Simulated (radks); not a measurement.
Results of a calculation; reference values are marked as such.
Problem. O II, 7 electrons, occupied as [He] 2p3 3s2 (not the ground configuration). Level of theory: scalar-relativistic Kohn-Sham, r2SCAN, spin-polarised, spherical densities, finite nucleus; open shells are filled with parallel spins first; meta-GGA in the generalised Kohn-Sham scheme; Fermi nuclear charge, rms radius 2.6991 fm (a radial shooting solver on a logarithmic mesh with Libxc functionals). Some entries of the table are withheld. Estimate them.

orbital,occ.,eigenvalue (hartree),r(max) (bohr),<r> (bohr)
1s up,1,-20.90283,0.1292,0.1997
1s down,1,-20.77438,0.1288,0.1980
2p up,3,-1.75326,0.7124,0.9326
3s up,1,(1),2.708,3.079
3s down,1,(2),2.909,3.255

Solution. 
(1) 3s up eigenvalue (hartree): -0.43121
(2) 3s down eigenvalue (hartree): -0.40326
